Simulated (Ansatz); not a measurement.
C3H12ClGeNSi, singlet, at a GFN2-xTB geometry; Ansatz (an electronic-structure program) with SC-NEVPT2/STO-3G, CASSCF(6,4).

Input for Ansatz:
Ansatz 0.2 input:
```yaml
crystal:
  periodic: [false, false, false]
  atoms:
    - {symbol: Si, position_ang: [1.81299579, 0.47231670, -0.45139598]}
    - {symbol: Cl, position_ang: [3.44987262, 0.15949320, 0.68700519]}
    - {symbol: N, position_ang: [0.47091170, -0.00676869, 0.49548203]}
    - {symbol: Ge, position_ang: [-1.29069558, -0.15606947, -0.04932639]}
    - {symbol: C, position_ang: [-2.37814982, -0.11504263, 1.61140626]}
    - {symbol: C, position_ang: [-1.62654379, 1.39148897, -1.23738329]}
    - {symbol: C, position_ang: [-1.49231130, -1.87425326, -1.03007703]}
    - {symbol: H, position_ang: [1.96809198, -0.32165685, -1.67357503]}
    - {symbol: H, position_ang: [1.74493550, 1.90019858, -0.76518384]}
    - {symbol: H, position_ang: [0.67754750, -0.41501189, 1.39315883]}
    - {symbol: H, position_ang: [-2.12972583, -0.95077580, 2.26000650]}
    - {symbol: H, position_ang: [-2.20307639, 0.80660329, 2.15875689]}
    - {symbol: H, position_ang: [-3.43615265, -0.17462155, 1.37407232]}
    - {symbol: H, position_ang: [-2.65891774, 1.40015203, -1.57503462]}
    - {symbol: H, position_ang: [-0.98182388, 1.34700024, -2.11009925]}
    - {symbol: H, position_ang: [-1.43021098, 2.32308089, -0.71572649]}
    - {symbol: H, position_ang: [-1.26194514, -2.71722589, -0.38514547]}
    - {symbol: H, position_ang: [-0.82071780, -1.90400247, -1.88292338]}
    - {symbol: H, position_ang: [-2.50987418, -1.98911337, -1.39145650]}
basis:
  gaussian:
    orbitals: STO-3G
magnetization: {spin_polarized: false}
correlation: {method: sc_nevpt2, electrons: all, active_space: {window: {electrons: 6, orbitals: 4}}}
```

It wrote (shortened):

```
Functional definition: HF
826 factors; integrals over basis functions are off by at most 3.1e-5 eV
mean field evaluation 1: about -80680.9080 eV, gradient 2.2e1 eV
mean field evaluation 2: about -80681.0802 eV, gradient 2.2e1 eV
mean field evaluation 4: about -80683.0718 eV, gradient 1.7e0 eV
mean field evaluation 8: about -80683.0848 eV, gradient 4.0e-4 eV
mean field -80683.08477979 eV, -2965.0486766983 hartree, gradient 1.4e-6 eV, S^2 0.000000; 0 other end points of the search recorded, 0 dependent functions left out
reference -80683.08477979 eV, -2965.0486766983 hartree; 50, 50 occupied and 18, 18 virtual orbitals, 826 factors
state -80683.51324144 eV, -2965.0644223735 hartree
state -80683.51324144 eV, -2965.0644223735 hartree; corrected -80690.91590853 eV, -2965.3364653711 hartree
state -80683.43198035 eV, -2965.0614360833 hartree
state -80683.43198035 eV, -2965.0614360833 hartree; corrected -80690.87383057 eV, -2965.3349190347 hartree
state -80683.51324144 eV, -2965.0644223735 hartree; corrected -80690.91590853 eV, -2965.3364653711 hartree
state -80683.30820912 eV, -2965.0568875746 hartree
state -80683.30820912 eV, -2965.0568875746 hartree; corrected -80690.86978178 eV, -2965.3347702444 hartree
state -80683.51324144 eV, -2965.0644223735 hartree; corrected -80690.91590853 eV, -2965.3364653711 hartree
2 active orbitals were swapped for others, from the solution at -80683.43196558 eV, -2965.0614355408 hartree to that at -80683.51323372 eV, -2965.0644220896 hartree; typed "places" are swapped only where nearly empty or full, and so, without "given_window_search", are "orbital_numbers", "shells" and a window whose orbitals a file names under [Active]
WARN: 1 active orbitals are nearly empty or full. The corrections depend on them more than the energy does, and are more stable in an active space without them
Total energy: -80690.91590853 eV, -2965.3364653711 hartree
```
